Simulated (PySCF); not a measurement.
C₂H₂O₃Si. Atoms are numbered in the order given.

```xyz
8

O      2.2347     0.0000     0.6539
C      1.1137     0.0000     0.2691
O      0.0000     0.0000     1.1389
C     -1.1137     0.0000     0.2691
O     -2.2347     0.0000     0.6539
Si     0.0000     0.0000    -1.3224
H      0.0000     1.2347    -2.1449
H      0.0000    -1.2347    -2.1449
```
Charge 0, spin multiplicity 1.

Coordinates come from a B3LYP-D3(BJ)/def2-SVP optimisation.

Method: PySCF with PBE/pcSseg-1.

GIAO shieldings, no solvent; atoms alike by connectivity are averaged. δ = σ(ref) − σ: ¹⁷O against H2O (σ = 334.3 ppm); ¹³C against TMS (σ = 182.0 ppm); ²⁹Si against TMS (σ = 335.4 ppm); ¹H against TMS (σ = 31.49 ppm), references at their B3LYP-D3(BJ)/def2-TZVP geometries, non-relativistic.

Computed chemical shifts:
```csv
nucleus,atoms,count,δ (ppm)
¹⁷O,O3,1,593.1
¹⁷O,"O1, O5",2,543.1
¹³C,"C2, C4",2,176.8
²⁹Si,Si6,1,-28.3
¹H,"H7, H8",2,5.75
```
